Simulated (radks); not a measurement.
Values are calculated unless marked as measured or tabulated.
Excited configurations of the krypton ion Kr30+: one electron is placed in a higher orbital outside [He] 2s2 2p1. The ground configuration is [He] 2s2 2p2. Code: a radial shooting solver on a logarithmic mesh with Libxc functionals. Model: scalar-relativistic Kohn-Sham, r2SCAN, spin-polarised, spherical densities, finite nucleus; open shells are filled with parallel spins first; meta-GGA in the generalised Kohn-Sham scheme; Fermi nuclear charge, rms radius 4.1884 fm. Excitation = E - E(ground); binding = E(ion) - E, where the ion is the core of charge +31; n* = 31/sqrt(2 binding) in atomic units. These energies are relativistic, and a one-electron ion of charge +31 with no core already has n* below n in this formula (scalar-relativistic equation, point nucleus: 3d 2.996, 4s 3.979, 4f 3.997, 5s 4.978, 5p 4.987, 5f 4.997, 6d 5.993, 6f 5.996, 7s 6.977, 7p 6.986).

| outer orbital | excitation (eV) | binding (eV) | n* | eigenvalue (eV) | <r> (bohr) |
|---|---|---|---|---|---|
| 3d | 2091.5 | 1478.2 | 2.974 | -1448.9 | 0.3290 |
| 4s | 2700.8 | 868.89 | 3.879 | -858.31 | 0.7291 |
| 4f | 2754.4 | 815.35 | 4.005 | -799.59 | 0.5786 |
| 5s | 3020.1 | 549.66 | 4.877 | -543.00 | 1.152 |
| 5p | 3030.6 | 539.13 | 4.925 | -532.25 | 1.141 |
| 5f | 3046.8 | 522.93 | 5.000 | -514.59 | 1.013 |
| 6d | 3202.2 | 367.51 | 5.965 | -362.39 | 1.624 |
| 6f | 3206.4 | 363.34 | 5.999 | -358.05 | 1.544 |
| 7s | 3292.9 | 276.80 | 6.873 | -273.47 | 2.288 |
| 7p | 3296.7 | 272.99 | 6.921 | -269.66 | 2.286 |

The Delta-SCF ionisation energy is 3569.7 eV (NIST Atomic Spectra Database: 3584 eV, semi-empirical). Self-interaction in the functional shifts the binding energies and quantum defects, so they are the method's values and not measured ones. Open shells are spherical and high-spin; term and fine-structure splittings are not resolved.
